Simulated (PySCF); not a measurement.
Compound: SnCl3(NHMe), CH4Cl3NSn.
Bonds: Sn1–Cl2, Sn1–Cl3, Sn1–Cl4, Sn1–N5, N5–C6. Hydrogens: H7 on N5; H8, H9, H10 on C6.

Computed by this run: PySCF, PBE0-D3(BJ)/def2-SVP geometry optimisation, gas phase, def2 core potentials past Kr; density fitting, grid level 1; the optimiser is geomeTRIC in internal coordinates, started from a GFN2-xTB structure with every atom displaced at random (about 0.03 Å).

Step 1: E = -45966.5439 eV
```
atom  x, y, z in Å  |  force x, y, z in eV/Å
Sn1     0.6338    0.8927    0.9104    0.484   0.565   0.055
Cl2     0.5340    1.0878    3.2286    0.017  -0.031  -0.069
Cl3     2.8351    1.0121    0.1388   -0.159  -0.074   0.102
Cl4    -0.4454    2.7494   -0.0177    0.015   0.013  -0.039
N5     -0.1833   -0.8286    0.3334   -0.293  -0.172  -0.133
C6     -0.5081   -0.9583   -1.0844   -0.093  -0.171   0.059
H7     -0.9950   -0.9717    0.9374   -0.003  -0.240  -0.156
H8     -1.3152   -0.2937   -1.4409   -0.007   0.040   0.016
H9      0.3788   -0.7677   -1.7090    0.050   0.036   0.134
H10    -0.8099   -1.9987   -1.2923   -0.012   0.034   0.030
```

Step 2: E = -45966.5631 eV
```
atom  x, y, z in Å  |  force x, y, z in eV/Å
Sn1     0.6414    0.9214    0.9121   -0.017  -0.209  -0.155
Cl2     0.5483    1.1031    3.2280    0.016  -0.011  -0.012
Cl3     2.8437    1.0090    0.1532   -0.135  -0.060   0.067
Cl4    -0.4256    2.7815   -0.0202    0.024  -0.002  -0.035
N5     -0.1977   -0.8342    0.3300    0.003   0.277   0.056
C6     -0.5191   -0.9671   -1.0854    0.044   0.098   0.032
H7     -1.0066   -1.0217    0.9246    0.064  -0.048  -0.032
H8     -1.3387   -0.3123   -1.4398    0.048  -0.027  -0.001
H9      0.3746   -0.7456   -1.6920   -0.038  -0.009   0.037
H10    -0.7957   -2.0107   -1.3060   -0.010  -0.009   0.042
```

Step 3: E = -45966.5684 eV
```
atom  x, y, z in Å  |  force x, y, z in eV/Å
Sn1     0.6321    0.9210    0.9047   -0.048  -0.060  -0.019
Cl2     0.5529    1.0977    3.2197    0.007   0.010   0.021
Cl3     2.8265    0.9798    0.1503   -0.005  -0.017   0.006
Cl4    -0.4266    2.7808   -0.0383    0.030  -0.020  -0.015
N5     -0.2003   -0.8251    0.3337   -0.072   0.131   0.037
C6     -0.5166   -0.9566   -1.0795    0.051   0.028  -0.013
H7     -1.0019   -1.0400    0.9262    0.043  -0.024   0.025
H8     -1.3431   -0.3126   -1.4353    0.027  -0.016  -0.005
H9      0.3777   -0.7176   -1.6768   -0.024  -0.025  -0.027
H10    -0.7761   -2.0042   -1.3004   -0.008  -0.007  -0.009
```

Task: Estimate the geometry and energy of step 4. (The exact step hangs on the optimiser's Hessian estimate; all steps are aligned on step 3, rigid shifts and turns removed.)

Result: E = -45966.5696 eV, largest force 0.090 eV/Å
```
atom  x, y, z in Å  |  force x, y, z in eV/Å
Sn1     0.6238    0.9238    0.9064   -0.031  -0.023   0.061
Cl2     0.5623    1.0986    3.2233   -0.001   0.012  -0.002
Cl3     2.8128    0.9640    0.1461    0.050   0.012  -0.016
Cl4    -0.4244    2.7831   -0.0421    0.003   0.005  -0.009
N5     -0.2086   -0.8143    0.3364   -0.057   0.048  -0.050
C6     -0.5136   -0.9521   -1.0792    0.014  -0.027   0.016
H7     -1.0006   -1.0510    0.9318    0.014  -0.015   0.010
H8     -1.3429   -0.3174   -1.4429    0.004   0.002  -0.002
H9      0.3793   -0.7091   -1.6761    0.009  -0.012  -0.001
H10    -0.7633   -2.0024   -1.2993   -0.006  -0.003  -0.007
```

The energy changes by -0.0013 eV. The first-order estimate −F·Δx gives -0.0033 eV and the mean of the old and new forces, exact on a quadratic surface, -0.0019 eV. The step makes an angle of 64° with the force vector and moves no atom by more than 0.021 Å.

The cost below is that of the whole optimisation. On Intel Xeon 6975P-C, one thread, no GPU (shared host), this took 1.8 min and 0.54 GiB of memory at its peak.
